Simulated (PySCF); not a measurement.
**Computed properties of C3H5BF2, SMILES C=C(F)B(C)F**

C3H5BF2, SMILES C=C(F)B(C)F. Geometry optimised at PBE0-D3(BJ)/def2-SVP. The structure was generated by enumeration, and PubChem lists no compound with its InChIKey, so it may never have been made. One conformer was computed; it need not be the lowest. All values are computed for the isolated molecule unless a solvent is named; none is compared with measurement here.

**Structure.** All 27 harmonic modes at PBE0-D3(BJ)/def2-SVP (PySCF) are real, so it is a minimum. With heavy atoms numbered as in [CH2:1]=[C:2]([F:3])[B:4]([CH3:5])[F:6], the shortest bond between them is B4–F6 at 1.333 Å and the longest C2–B4 at 1.569 Å.

**Vibrations.** The strongest infrared lines (harmonic, unscaled, degenerate partners summed) lie at 1373 cm⁻¹ (194 km/mol, H 46 %, B 31 %, C 16 %), 1360 cm⁻¹ (152 km/mol, C 43 %, H 39 %, B 11 %), 1108 cm⁻¹ (121 km/mol, B 45 %, H 30 %, C 19 %). The softest mode is at 48 cm⁻¹ and the zero-point energy is 49.1 kcal/mol.

**Electronic structure.** HF/def2-TZVP (PySCF) places the frontier levels at -10.54 and 2.16 eV, a gap of 12.70 eV, and gives a dipole moment of 0.31 D and a mean polarisability of 47.9 bohr³. PBE/def2-TZVP (PySCF) at the same geometry gives -6.69 and -2.48 eV, so its gap is 8.49 eV narrower. An orbital gap is neither the optical nor the fundamental gap.

**Excitations.** TDDFT-ωB97X/def2-SVPD (PySCF) has S1 at 6.12 eV (203 nm, f = 0.001, dark); the most intense of the 10 singlets computed lies at 6.17 eV (f = 0.32). T1 (TDA) is at 3.73 eV. TDDFT-PBE/def2-SVPD (PySCF) puts S1 at 5.13 eV. No vertical singlet excitation falls in the visible range (under 3.1 eV).

**NMR.** GIAO shifts at KT2/pcSseg-1 (PySCF) (non-relativistic, atoms alike by connectivity averaged): ¹³C from 4.0 to 170.7 ppm against TMS; ¹H from 1.0 to 5.7 ppm against TMS; ¹⁹F from -137.7 to -71.0 ppm against CFCl3; ¹¹B at 35.1 ppm against BF3.
